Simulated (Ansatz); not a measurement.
Cost and result for the atomization energy of C3H7NOSi, SMILES `C=N/C([SiH3])=C\O` (13 atoms, 12 bonds).

```json
{"atom": "C1", "x (Å)": "1.6340", "y (Å)": "-1.3993", "z (Å)": "-0.3609"}
{"atom": "N2", "x (Å)": "1.3711", "y (Å)": "-0.2181", "z (Å)": "-0.0043"}
{"atom": "C3", "x (Å)": "0.0432", "y (Å)": "0.2247", "z (Å)": "0.0566"}
{"atom": "Si4", "x (Å)": "-0.3644", "y (Å)": "1.7735", "z (Å)": "-0.8903"}
{"atom": "C5", "x (Å)": "-0.8808", "y (Å)": "-0.3163", "z (Å)": "0.8628"}
{"atom": "O6", "x (Å)": "-0.6402", "y (Å)": "-1.4007", "z (Å)": "1.6405"}
{"atom": "H7", "x (Å)": "2.6739", "y (Å)": "-1.7225", "z (Å)": "-0.3774"}
{"atom": "H8", "x (Å)": "0.8685", "y (Å)": "-2.1217", "z (Å)": "-0.6629"}
{"atom": "H9", "x (Å)": "-1.7971", "y (Å)": "2.0963", "z (Å)": "-0.6493"}
{"atom": "H10", "x (Å)": "-0.1524", "y (Å)": "1.5713", "z (Å)": "-2.3489"}
{"atom": "H11", "x (Å)": "0.4864", "y (Å)": "2.9119", "z (Å)": "-0.4560"}
{"atom": "H12", "x (Å)": "-1.8651", "y (Å)": "0.1340", "z (Å)": "0.9497"}
{"atom": "H13", "x (Å)": "-1.3771", "y (Å)": "-1.5329", "z (Å)": "2.2402"}
```

The species carries charge 0 and has multiplicity 1. Geometry: relaxed with PBE0-D4/def2-TZVP. It is one conformer, not always the lowest. Program: Ansatz. All runs use 4 threads of an Intel Xeon Platinum 8488C on a shared host. Times are those of one run each, without the atoms' runs, and a repeat can differ threefold. Electronic energies, without spin–orbit coupling; frozen cores. CCSD(T)/CBS adds CCSD(T) − MP2 in def2-TZVPP to the MP2 limit, and its time is that of the two runs behind it. T1 = 0.013; the RHF reference is unstable towards UHF. B3LYP takes the VWN-RPA correlation (the form of Gaussian; ORCA's B3LYP/G).

CCSD(T)/CBS is a level of theory with its own doubt, some kJ/mol a heavy atom from the limit and from the frozen cores, so smaller differences don't rank the functionals.

```json
{"level": "PBE0-D4/def2-TZVPP", "functions": "295", "wall time": "4.2 s", "atomization (kJ/mol)": "5012.5", "difference from CCSD(T)/CBS": "26.9", "per bond": "2.2"}
{"level": "PBE-D4/def2-TZVPP (with forces)", "functions": "295", "wall time": "4.4 s", "atomization (kJ/mol)": "5140.4", "difference from CCSD(T)/CBS": "154.8", "per bond": "12.9"}
{"level": "r2SCAN-D4/def2-TZVPP (with forces)", "functions": "295", "wall time": "4.7 s", "atomization (kJ/mol)": "5000.4", "difference from CCSD(T)/CBS": "14.8", "per bond": "1.2"}
{"level": "B3LYP-D4/def2-TZVPP (with forces)", "functions": "295", "wall time": "6.5 s", "atomization (kJ/mol)": "5008.0", "difference from CCSD(T)/CBS": "22.4", "per bond": "1.9"}
{"level": "B2PLYP/def2-TZVPP", "functions": "295", "wall time": "6.5 s", "atomization (kJ/mol)": "4943.0", "difference from CCSD(T)/CBS": "-42.6", "per bond": "-3.6"}
{"level": "ωB97X-V/def2-TZVPP", "functions": "295", "wall time": "8.5 s", "atomization (kJ/mol)": "5006.4", "difference from CCSD(T)/CBS": "20.8", "per bond": "1.7"}
{"level": "ωB97M-V/def2-TZVPP (with forces)", "functions": "295", "wall time": "11 s", "atomization (kJ/mol)": "5007.3", "difference from CCSD(T)/CBS": "21.7", "per bond": "1.8"}
{"level": "MP2/def2-QZVPP", "functions": "565", "wall time": "31 s", "atomization (kJ/mol)": "5019.6", "difference from CCSD(T)/CBS": "34.0", "per bond": "2.8"}
{"level": "CCSD(T)/def2-TZVPP", "functions": "295", "wall time": "7.5 min", "atomization (kJ/mol)": "4843.7", "difference from CCSD(T)/CBS": "-141.9", "per bond": "-11.8"}
{"level": "CCSD(T)/CBS(def2)", "functions": "–", "wall time": "8 min", "atomization (kJ/mol)": "4985.6", "difference from CCSD(T)/CBS": "0.0", "per bond": "0.0"}
```

From PBE to PBE0 (25 % exact exchange), in def2-TZVPP and without D4, the atomization energy moves by −123.4 kJ/mol: exact exchange takes away binding that semilocal exchange gives to molecules. The D4 term adds +46.3 kJ/mol with B3LYP and +24.6 kJ/mol with PBE0; it sums over pairs of atoms, weighted by their polarisabilities, and B3LYP, whose exchange is more repulsive, gets the larger term. In def2-TZVPP, CCSD(T) changes the Hartree–Fock value by +1355.0 kJ/mol (the triples alone add +92.3 kJ/mol) and MP2 by +1446.5 kJ/mol; breaking electron pairs costs correlation energy, which Hartree–Fock lacks.
